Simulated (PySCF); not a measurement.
ZrF3, SMILES [F][Zr+]([F])[F], charge +1, multiplicity 1.

Coordinates come from a B3LYP-D3(BJ)/def2-TZVP optimisation. The multiplicity is an assumed one; other spin states were not compared. The isomer is the one that the SMILES or the coordinates give; other isomers of the formula were not compared. The def2 effective core potentials stand for the cores of Zr; spin–orbit coupling is left out.

Level of theory: r2SCAN/def2-TZVPD run with PySCF.

Gas-phase values at a fixed geometry.

* **total energy**: -346.56328 hartree
* **point group**: C3v
* **highest occupied level**: -16.67 eV
* **lowest empty level**: -10.06 eV
* **orbital gap**: 6.61 eV
* **dipole moment about the centre of nuclear charge**: 4.63 D
* **mean static polarisability**: 28.1 bohr³ (4.16 Å³)
* **polarisability, principal values**: 19.7, 32.2, 32.2 bohr³
